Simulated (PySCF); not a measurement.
**Basis and Hamiltonian dependence of the excitation energy of Li**

Li [He] 2s1 (2S) → Li [He] 2p1 (2P). Calculated with PySCF 2.14 from differences of total energies of unrestricted determinants, without spin-orbit coupling. Values in eV.

| basis | Hamiltonian | functions | UHF | r2SCAN | PBE0 | CCSD(T) (valence and next inner shell) |
| --- | --- | --- | --- | --- | --- | --- |
| def2-TZVPPD | non-relativistic | 22 | 1.884 | 1.669 | 1.694 | 1.895 |
| aug-cc-pVDZ-DK | spin-free X2C | 23 | 1.845 | 1.624 | 1.649 | n/a |
| aug-cc-pVDZ | non-relativistic | 23 | 1.845 | 1.624 | 1.649 | n/a |
| def2-QZVPPD | non-relativistic | 35 | 1.842 | 1.614 | 1.642 | 1.847 |
| x2c-QZVPPall with one added diffuse shell each of s, p type | spin-free X2C | 39 | 1.843 | 1.615 | 1.642 | 1.839 |
| aug-cc-pVTZ-DK | spin-free X2C | 46 | 1.843 | 1.609 | 1.642 | n/a |
| dyall-av3z | non-relativistic | 57 | 1.841 | 1.623 | 1.648 | n/a |
| dyall-av3z | spin-free X2C | 57 | 1.842 | 1.623 | 1.648 | n/a |
| aug-cc-pVTZ with one added diffuse shell each of s, p, d, f type | non-relativistic | 62 | 1.842 | 1.608 | 1.642 | n/a |
| aug-cc-pCVTZ-DK with one added diffuse shell each of s, p, d, f type | spin-free X2C | 75 | 1.842 | n/a | n/a | 1.851 |
| aug-cc-pVQZ-DK | spin-free X2C | 80 | 1.842 | 1.611 | 1.640 | n/a |
| aug-cc-pVQZ with one added diffuse shell each of s, p, d, f, g type | non-relativistic | 105 | 1.842 | 1.611 | 1.639 | n/a |
| aug-cc-pCVQZ | non-relativistic | 109 | 1.841 | 1.611 | 1.641 | n/a |
| aug-cc-pV5Z | non-relativistic | 127 | 1.841 | 1.608 | 1.637 | n/a |

Frozen in the all-electron rows: valence: 1s2; valence and next inner shell: nothing.

Reference for a calculation without spin-orbit coupling: 1.848 eV (measured, between term centres; NIST).
